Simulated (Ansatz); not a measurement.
Basis-set series for `[Cl][Al]([Cl])[GeH3]`. The species carries charge 0 and has multiplicity 1. The structure was optimised at the PBE0-D4/def2-TZVP level.

```csv
functional,basis,functions,energy (Eh),HOMO (eV),LUMO (eV)
PBE0-D4,def2-TZVPP,216,-3241.14492,-8.28,-1.78
PBE0-D4,def2-QZVPP,389,-3241.22438,-8.29,-1.81
ωB97M-V,def2-TZVPP,216,-3241.63478,-10.26,-0.05
ωB97M-V,def2-QZVPP,389,-3241.71174,-10.28,-0.14
```

**Question.** Give the rows for def2-SVP. (Estimate.)

**Answer.** Ansatz gave: 
```csv
functional,basis,functions,energy (Eh),HOMO (eV),LUMO (eV)
PBE0-D4,def2-SVP,101,-3240.48034,-8.24,-1.69
ωB97M-V,def2-SVP,101,-3240.97478,-10.19,0.10
```

Scalar relativity is left out up to krypton.
